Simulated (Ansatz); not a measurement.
## From N to Sb: the atomisation energy (no zero-point term)

One atom is swapped for its congeners: C2H9NSi `CN(C)[SiH3]`; As(CH3)2(SiH3); Sb(CH3)2(SiH3). The P member is missing. All are singlets with charge 0.

Shapes, held fixed at every level: PBE0-D4/def2-TZVP. Programs: Ansatz 0.2.0. Values in eV.

```csv
level,C2H9NSi,As(CH3)2(SiH3),Sb(CH3)2(SiH3)
HF/def2-TZVPP,35.00,33.29,32.47
r2SCAN-D4/def2-TZVPP,47.20,44.84,43.88
B3LYP-D4/def2-TZVPP,47.50,44.95,44.11
r2SCAN0-D4/def2-TZVPP,46.78,44.47,43.51
wB97X-V/def2-TZVPP,47.55,45.10,44.22
B2PLYP/def2-TZVPP,46.87,44.28,43.40
CCSD(T)/def2-TZVPP,46.18,43.83,42.95
```

At CCSD(T)/def2-TZVPP the atomisation energy falls at every step, from 46.18 to 42.95 eV. Every level shows the same order. For atoms past krypton def2 sets carry core potentials with scalar relativity. Relativity is left out for As unless named. Correlated rows may include outer-core shells of As, Sb, which these sets cover unevenly. Spin-orbit coupling, which grows down the group, is left out (summed over each molecule's free atoms 0.03, 0.03, 0.03 eV).
